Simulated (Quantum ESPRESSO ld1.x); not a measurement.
Question: Radial electron density D(r) = 4 pi r^2 rho(r) of an atom or ion with 1 electrons. Calculated with ld1.x of Quantum ESPRESSO 7.5: Dirac Kohn-Sham, PBEsol, spin-unpolarised, spherical densities, point nucleus.

| r (bohr) | D(r) (e/bohr) |
|---|---|
| 0.05843 | 0.01074 |
| 0.06329 | 0.01248 |
| 0.06856 | 0.01449 |
| 0.07368 | 0.01656 |
| 0.07982 | 0.01920 |
| 0.08647 | 0.02223 |
| 0.09292 | 0.02534 |
| 0.1007 | 0.02928 |
| 0.109 | 0.03378 |
| 0.1181 | 0.03893 |
| 0.1269 | 0.04416 |
| 0.1375 | 0.05073 |
| 0.149 | 0.05818 |
| 0.1601 | 0.06570 |
| 0.1734 | 0.07506 |
| 0.1879 | 0.08556 |
| 0.2019 | 0.09606 |
| 0.2187 | 0.1090 |
| 0.2369 | 0.1233 |
| 0.2546 | 0.1374 |
| 0.2758 | 0.1545 |
| 0.2988 | 0.1732 |
| 0.3211 | 0.1912 |
| 0.3478 | 0.2127 |
| 0.3768 | 0.2356 |
| 0.4049 | 0.2572 |
| 0.4387 | 0.2822 |
| 0.4752 | 0.3079 |
| 0.5107 | 0.3314 |
| 0.5532 | 0.3575 |
| 0.5993 | 0.3830 |
| 0.6492 | 0.4074 |
| 0.6977 | 0.4278 |
| 0.7558 | 0.4481 |
| 0.8187 | 0.4652 |
| 0.8799 | 0.4772 |
| 0.9531 | 0.4861 |
| 1.033 | 0.4898 |
| 1.11 | 0.4882 |
| 1.202 | 0.4806 |
| 1.302 | 0.4668 |
| 1.399 | 0.4491 |
| 1.516 | 0.4240 |
| 1.642 | 0.3936 |
| 1.765 | 0.3625 |
| 1.912 | 0.3248 |
| 2.071 | 0.2851 |
| 2.226 | 0.2488 |
| 2.411 | 0.2091 |
| 2.612 | 0.1714 |
| 2.807 | 0.1401 |
| 3.04 | 0.1090 |
| 3.294 | 0.08233 |
| 3.568 | 0.06024 |
| 3.834 | 0.04417 |
| 4.154 | 0.03022 |
| 4.5 | 0.01987 |
| 4.836 | 0.01313 |
| 5.238 | 0.007922 |
| 5.675 | 0.004544 |
| 6.098 | 0.002629 |
| 6.606 | 0.001353 |

What is the nuclear charge?

Answer: Z = 1. The innermost maximum, from 1s, lies near gamma/Z bohr with gamma = sqrt(1 - (Z/c)^2) = 1.000, here 1 bohr (found: 1.05), and its height grows with Z. The density is that of neutral hydrogen in 1s1; the configuration itself is not fixed sharply by these data. D(r) has 1 maximum, at r = 1.05 bohr.
